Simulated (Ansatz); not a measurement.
Geometry optimisation, RKS r2SCAN/def2-SVP in Ansatz 0.2.0.

The input (input.yaml):

```yaml
crystal:
  periodic: [false, false, false]
  atoms:
    - { symbol: B, position_ang: [0.133579, 0.5622, -0.502427] }
    - { symbol: "N", position_ang: [-0.13224, 0.059874, 2.183994] }
    - { symbol: H, position_ang: [-0.816267, -0.224173, 2.886523] }
    - { symbol: H, position_ang: [0.787698, -0.17175, 2.564124] }
    - { symbol: O, position_ang: [1.308879, -0.092107, -0.633307] }
    - { symbol: H, position_ang: [1.17464, -1.021544, -0.860506] }
    - { symbol: C, position_ang: [-1.286911, 0.016953, -0.879452] }
    - { symbol: H, position_ang: [-1.365164, -1.076547, -0.766108] }
    - { symbol: H, position_ang: [-2.077676, 0.48641, -0.277406] }
    - { symbol: H, position_ang: [-1.499544, 0.260119, -1.936744] }
    - { symbol: Cl, position_ang: [0.316782, 2.338109, -0.058653] }
    - { symbol: H, position_ang: [-0.156178, 1.097055, 2.145462] }
basis:
  gaussian: { orbitals: def2-SVP }
hamiltonian:
  xc: r2scan
relax:
  f_tol: 0.03
  max_steps: 50
```

Run as:

```bash
$ ansatz run input.yaml --threads 4 --pin off --max-ram 5120MiB --backend cpu --events-out ev --progress --plain --runs-dir out
```

**Question.** Where does it end, and by what steps?

**Answer.** It converged. After 16 steps the energy has fallen by 0.541 eV; H3 moved furthest, 1.08 Å. Joined: B1–N2 (2.75 → 1.64 Å).

| step | energy less start (eV) | largest force component (eV/Å) | accepted |
| --- | --- | --- | --- |
| 0 | 0.0000 | 0.698 | yes |
| 1 | -0.0098 | 1.331 | yes |
| 2 | -0.0531 | 0.846 | yes |
| 3 | -0.1275 | 0.583 | yes |
| 4 | -0.2573 | 0.543 | yes |
| 5 | -0.3356 | 1.120 | yes |
| 6 | -0.3911 | 0.507 | yes |
| 7 | -0.4242 | 0.358 | yes |
| 8 | -0.3332 | 2.430 | no |
| 9 | -0.4616 | 0.271 | yes |
| 10 | -0.4822 | 0.749 | yes |
| 11 | -0.5082 | 0.560 | yes |
| 12 | -0.5099 | 0.645 | yes |
| 13 | -0.5394 | 0.117 | yes |
| 14 | -0.5400 | 0.100 | yes |
| 15 | -0.5397 | 0.175 | no |
| 16 | -0.5408 | 0.016 | yes |

```xyz
12
Properties=species:S:1:pos:R:3
B 0.077 0.342 0.099
N -0.063 0.254 1.732
H -0.354 -0.683 2.025
H 0.858 0.451 2.131
O 1.144 -0.564 -0.131
H 1.318 -0.660 -1.073
C -1.344 0.048 -0.576
H -1.695 -0.980 -0.372
H -2.135 0.751 -0.264
H -1.268 0.144 -1.672
Cl 0.573 2.184 -0.119
H -0.724 0.948 2.086
```

Whether the end is a true minimum wasn't checked by a vibrational analysis.

Time of the run: 36 s on 4 threads of Arm Neoverse V2, on a shared host, peak memory 0.2 GiB.
